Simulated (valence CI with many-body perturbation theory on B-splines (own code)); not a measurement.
Results of a calculation; reference values are marked as such.
Tl IX: what the settings do

Method: relativistic CI+MBPT: five valence electrons over a frozen Dirac-Fock core [Xe] 4f14, radial functions for each j: 6 s, 6 p, 5 d, 5 f, 1 g, with the one-electron correlation potential Σ1 (screened to all orders), the two-electron term Σ2, the three-electron term Σ3, Breit, model QED; selected single and double excitations, second order for the rest, scaled by the run's own slope (own B-spline code, finite nucleus).

No measured levels were compared; by estimate terms of the open shell hold to 2 to 4 % of their energy, and close levels can change places; different configurations can be misplaced against each other by 1,000 to 8,000 cm⁻¹. Among the levels kept, up to 380 cm⁻¹ of a level comes from second order outside the variational space, and about a tenth of that is noise between levels of different J, which matters for small intervals. Only levels of the ground parity were solved; by the run's estimate the other parity begins above the list, which can be wrong where configurations are misplaced.

The reference run has the lowest level (5d3/2^4 5d5/2) J=5/2 [a] and an ionisation energy of 136.395 eV. Its largest variational space holds 9999 state functions.

Levels are named by their leading jj configuration (3d3/2^4 stands for four electrons in 3d with j = 3/2), which in mixed levels can hold well under half, so a name can repeat and another be missing. Letters in brackets count levels of one name in rising energy.

Changed runs:
A. cutoff of virtual states (hartree) 13122 → 270
B. highest l in the core sums 6 → 3
C. orbitals per symmetry with explicit Σ2 and valence Breit (the others get mean screening factors) 5 → 4; natural orbitals for correlation on → off
D. correlating orbitals by l 3 3 3 3 1 → 0 0 0 0 0 (bad on purpose)

Excitation energies of the reference run in cm⁻¹, and shifts in cm⁻¹:

```csv
Level,Reference,A,B,C,D
(5d3/2^4 5d5/2) J=5/2 [b],19900,+2.5,+95,+1377,+1699
(5d3/2^3 5d5/2^2) J=7/2 [a],31154,-8.0,+269,+1473,+1769
(5d3/2^3 5d5/2^2) J=3/2 [a],32466,-8.4,+36,+1573,+1955
(5d3/2^3 5d5/2^2) J=11/2,33683,-8.9,+443,+1423,+1671
(5d3/2^3 5d5/2^2) J=5/2 [a],36111,-16,+216,+1345,+1622
(5d3/2^3 5d5/2^2) J=9/2,36154,-13,+397,+1462,+1734
(5d3/2^3 5d5/2^2) J=1/2,39139,-15,-19,+1647,+2060
(5d3/2^3 5d5/2^2) J=7/2 [b],45058,-17,+301,+1809,+2181
(5d3/2^3 5d5/2^2) J=5/2 [b],47529,-21,+43,+1864,+2306
(5d3/2^2 5d5/2^3) J=7/2 [a],52008,-22,+272,+2024,+2467
(5d3/2^2 5d5/2^3) J=11/2,52868,-27,+637,+1563,+1794
(5d3/2^3 5d5/2^2) J=3/2 [b],54616,-22,+5.5,+2192,+2739
Ionisation energy (eV),136.395,-0.028,+0.352,+0.0038,+0.030
```
